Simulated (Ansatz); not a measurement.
Reaction: H2S2 (SMILES SS) → HS2 (SMILES [S]S, doublet) + H (doublet) (the H-S bond breaks)
Each species at its own B3LYP-D3(BJ)/def2-TZVP minimum (Ansatz, a program for electronic structure).

Property: bond dissociation energy (electronic), in kcal/mol. Radicals and triplets start from unrestricted determinants; spin-orbit coupling is neglected. CBS(X,Y): correlation extrapolated as X^-3, Hartree-Fock from the larger set (Q,5: extrapolated as (X+1)exp(-9√X)). A bracket is a step between two methods taken in the basis named. The functionals are non-relativistic, so their misses hold any scalar relativity. Double hybrids freeze cores in their MP2 part. '+ core + X2C': CCSD(T) terms for core correlation (cc-pwCVTZ, 1s frozen past Ne) and scalar relativity (cc-pVTZ-DK). For partners of very few electrons the exact lower level stands in for a higher one.

CCSD(T)/CBS(cc-pV(Q+d)Z,cc-pV(5+d)Z) + [CCSDT(Q) - CCSD(T)]/cc-pV(T+d)Z + [CCSDTQ - CCSDT(Q)]/cc-pV(D+d)Z + core + X2C (Ansatz) gives 78.0 kcal/mol.

### Question
What does PBE/def2-TZVPD (Ansatz) give here, and how do the other levels compare?

### Answer
PBE gives 72.7 kcal/mol, 5.3 kcal/mol below it. Differences of the others: r2SCAN/def2-TZVPD (Ansatz) -4.4; B3LYP/def2-TZVPD (Ansatz) -3.3; PBE0/def2-TZVPD (Ansatz) -3.9; B2PLYP/def2-TZVPD (Ansatz) -3.5; CCSD(T)/CBS(cc-pV(Q+d)Z,cc-pV(5+d)Z) + core + X2C (Ansatz) 0.2 kcal/mol. Nearer than PBE: r2SCAN/def2-TZVPD, B3LYP/def2-TZVPD, PBE0/def2-TZVPD, B2PLYP/def2-TZVPD, CCSD(T)/CBS(cc-pV(Q+d)Z,cc-pV(5+d)Z) + core + X2C.
